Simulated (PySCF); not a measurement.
# Correlation energy of Sr⁺ (strontium, charge +1)

[Kr] 5p1, 2P determinant (an excited configuration). Calculation: PySCF 2.14, in ANO-RCC-VTZP (7s6p3d1f, 47 functions); the spin-free X2C one-electron Hamiltonian (Gaussian nucleus). Frozen: [Ar] 3d10; 9 electrons correlated.

| level | correlation energy (mhartree) |
| --- | --- |
| CCSD | -195.51 |
| (T) | -4.28 |
| CCSD(T) | -199.79 |

Diagnostics: T1 = 0.0087, D1 = 0.0367, largest double amplitude 0.028.

Problem. Is a single reference adequate?

Solution. Yes, within this model without spin-orbit coupling: T1 lies below 0.03 and no double amplitude reaches 0.07.

The basis was made for the ground configuration and has no added diffuse functions, which can raise the energy of the promoted electron.
